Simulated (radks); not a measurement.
These are the eigenvalues of the occupied orbitals of an atom or ion with whole-number occupations (Ry). Method: Dirac Kohn-Sham, PBEsol, spin-unpolarised, spherical densities, finite nucleus; Fermi nuclear charge, rms radius of each element as measured or else 0.836 A^(1/3) + 0.57 fm; computed with a radial shooting solver on a logarithmic mesh with Libxc functionals.

orbital  eigenvalue
1s1/2     -2421.175
2s1/2     -373.9764
2p1/2     -350.9438
2p3/2     -329.0042
3s1/2     -75.46395
3p1/2     -65.93544
3p3/2     -61.80739
3d3/2     -44.99851
3d5/2     -44.13010
4s1/2     -13.23966
4p1/2      -9.91383
4p3/2      -9.10723
4d3/2      -3.76134
4d5/2      -3.63518
5s1/2      -1.28075
5p1/2      -0.57305
5p3/2      -0.49868

Which element is it, and in what charge state? The configuration may be excited. Open shells, if any, are shared by 2j + 1.

Answer. Z = 53, iodine, charge 0: I in [Kr] 4d10 5s2 5p5. The list shows which subshells hold electrons but not how many an open one holds; the 1s level, -1210.6 hartree, gives Z - s = 49.2 by -(Z - s)^2/2, which with screening and relativity narrows Z to a few neighbours, and the depths of the outer levels then fix element, charge and occupations together.
